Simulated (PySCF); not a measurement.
(1E)-2-chloro-1-iodobuta-1,3-diene (C4H4ClI), SMILES C=C/C(Cl)=C\I. Coordinates come from a PBE0-D3(BJ)/def2-SVP optimisation. The def2 effective core potentials stand for the cores of I; spin–orbit coupling is left out. The values are those of a single conformer.

Computed equilibrium geometry at PBE0-D3(BJ)/def2-SVP (PySCF confirms it by a frequency run) as Cartesian coordinates in Å, and its point group (one conformer of several):
point group Cs.
```xyz
10

C     -1.9449     2.6946     0.0000
C     -1.2924     1.5264     0.0000
C      0.1535     1.3625     0.0000
Cl     1.1132     2.8179     0.0000
C      0.8358     0.2037     0.0000
I     -0.0201    -1.6938     0.0000
H     -1.4090     3.6468     0.0000
H     -3.0365     2.7210     0.0000
H     -1.8531     0.5870     0.0000
H      1.9261     0.1897     0.0000
```
